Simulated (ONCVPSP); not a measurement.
**An all-electron radial function and its pseudo partner (chromium (Cr))**

Columns: radius, all-electron u(r) and pseudo u(r) of the 3p shell (level -45.34 eV) of chromium in the configuration [Ne] 3s2 3p6 3d5 4s1; PBEsol, scalar-relativistic, ONCV scheme, ONCVPSP 4.0.1.

```csv
r (bohr),all-electron,pseudo
0.078,-0.3702,0.0299
0.155,-0.5666,0.1138
0.232,-0.4170,0.2417
0.310,-0.0906,0.3999
0.388,0.2668,0.5685
0.465,0.5743,0.7278
0.542,0.8088,0.8653
0.620,0.9684,0.9720
0.698,1.0582,1.0409
0.775,1.0922,1.0718
0.852,1.0858,1.0697
0.930,1.0499,1.0399
1.008,0.9948,0.9898
1.085,0.9291,0.9271
1.162,0.8578,0.8572
1.240,0.7839,0.7838
1.318,0.7109,0.7109
1.395,0.6418,0.6418
1.472,0.5766,0.5766
1.550,0.5151,0.5152
1.628,0.4587,0.4587
1.705,0.4079,0.4079
1.782,0.3620,0.3620
1.860,0.3200,0.3200
1.938,0.2824,0.2824
2.015,0.2493,0.2493
```

Task: How many radial nodes do the two functions have?

Result: The all-electron 3p function has n − l − 1 = 1; the pseudo-wave has 0, since the states of the same l below it are removed with the core.

Task: At about which radius was the pseudo-wave matched?

Result: 1.35 bohr. The columns agree to 0.0005 from 1.24 bohr on; several derivatives are matched, so the curves merge somewhat inside the radius.

Task: Is the pseudo-wave norm-conserving?

Result: Yes: the ONCV scheme keeps the norm inside the radius equal to the all-electron one, which fixes the energy derivative of the logarithmic derivative at the level.
